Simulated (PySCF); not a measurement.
# Computed records: AlFH

Computed with PySCF 2.14.0. Calculation on a computer-drawn molecule: vertical ionisation energy to the stated ion spin, frozen-core CCSD(T) at the basis limit and cheaper methods, single-reference cases, UHF for radicals, no spin-orbit; all values are single points at the evaluated structure, the first of each entry, which is the reference or a displaced copy of it and isn't optimised; the reference structure only sets the zero of the energies above reference; triples share is (T) over the correlation energy.

```xyz
3
formula=AlFH charge=0 multiplicity=2 ion_multiplicity=1 diffuse_functions=no basis=cc-pV(n+d)Z reference_is=the_Hartree-Fock_double-zeta_minimum best_is=HF_at_quadruple_zeta_+_MP2_correlation_extrapolated_from_triple_and_quadruple_zeta_+_CCSD(T)_minus_MP2_at_triple_zeta basis_step_is=the_size_of_the_change_from_the_same_recipe_one_zeta_lower ionisation_energy_best=8.204 ionisation_energy_basis_step=0.008467 energy_above_reference_best=4.664 energy_above_reference_basis_step=0.1126 total_energy_HF_triple_zeta=-342.0200 total_energy_CCSD(T)_triple_zeta=-342.3497 total_energy_best=-342.4122 T1_diagnostic_at_triple_zeta=0.01465 D1_diagnostic_at_triple_zeta=0.03638 spin_squared_at_triple_zeta=0.7543 ion_T1_diagnostic_at_triple_zeta=0.0168 ion_D1_diagnostic_at_triple_zeta=0.03901 triples_share_at_triple_zeta=0.02603 basis_functions_triple_zeta=83 dipole_magnitude_HF_at_triple_zeta=1.313 dipole_magnitude_CCSD_unrelaxed_at_triple_zeta=1.164 dipole_magnitude_PBE_at_triple_zeta=1.112 dipole_magnitude_r2SCAN_at_triple_zeta=1.131 dipole_magnitude_B3LYP_at_triple_zeta=1.233 dipole_magnitude_wB97X_at_triple_zeta=1.168
F     -2.1110     0.4063     4.0321
Al    -2.3305     1.4881     2.8941
H     -3.3247     1.2156     1.8410
```

Units: ionisation_energy_best, ionisation_energy_basis_step in eV; energy_above_reference_best, energy_above_reference_basis_step in kcal/mol; total_energy_HF_triple_zeta, total_energy_CCSD(T)_triple_zeta, total_energy_best in hartree; dipole_magnitude_HF_at_triple_zeta, dipole_magnitude_CCSD_unrelaxed_at_triple_zeta, dipole_magnitude_PBE_at_triple_zeta, dipole_magnitude_r2SCAN_at_triple_zeta, dipole_magnitude_B3LYP_at_triple_zeta, dipole_magnitude_wB97X_at_triple_zeta in debye.

Reference structure:
```xyz
3
AlFH
F     -2.0485     0.3934     4.0666
Al    -2.2523     1.5818     2.9263
H     -3.2845     1.2500     1.7629
```

Drawn bonds:
```csv
atom,other atom,order
1,2,1
2,3,1
```

Triple zeta:
```csv
method,ionisation energy (eV),energy above reference (kcal/mol)
HF,8.094,3.171
PBE,8.214,5.866
r2SCAN,8.353,4.695
B3LYP,8.342,4.783
wB97X,8.169,4.65
MP2,8.114,4.444
CCSD,8.165,4.355
CCSD(T),8.159,4.586
```
